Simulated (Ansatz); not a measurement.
Cr₂N₂, relaxed as a quintet with UKS r2SCAN-D4/def2-SVP in Ansatz, starting from the r2SCAN-D4/def2-SVP geometry of the neutral singlet. Force threshold 0.02 eV/Å.

The charge 0 quintet is spin-contaminated (final ⟨S²⟩ up to 8.35, 6.00 for a pure state). At r2SCAN-D4/def2-SVP a triplet of charge 0 lies 1.05 eV below the quintet, each at its own geometry. The structure comes from a short search, and lower isomers may exist.

Start:

```
atom   x (Å)   y (Å)   z (Å)
 Cr1   0.420  -0.967  -0.547
 Cr2   0.783  -0.090   0.888
  N3  -0.194   0.888  -0.493
  N4  -1.009   0.169   0.151
```

Task: Estimate the energy that the relaxation releases and the steps that it takes.

Result: 149.0 kJ/mol, in 19 steps; 5.9 min on 4 threads of Arm Neoverse V2 on a shared host. No frequencies were taken in this run, so the end may be a saddle point.

Task: Does the start keep its bonding?

Result: Bonds lost: Cr1–N4 (atoms count from 1).

Task: Predict the relaxed structure.

Result: 
```xyz
4

Cr    0.660   -1.451   -0.946
Cr    0.658    0.104    1.051
N    -0.401    0.405   -0.530
N    -0.917    0.941    0.425
```
Bond lengths (bridged metal pairs left out): 3 × Cr–N 1.89 to 2.18 Å; 1 × N–N 1.21 Å.
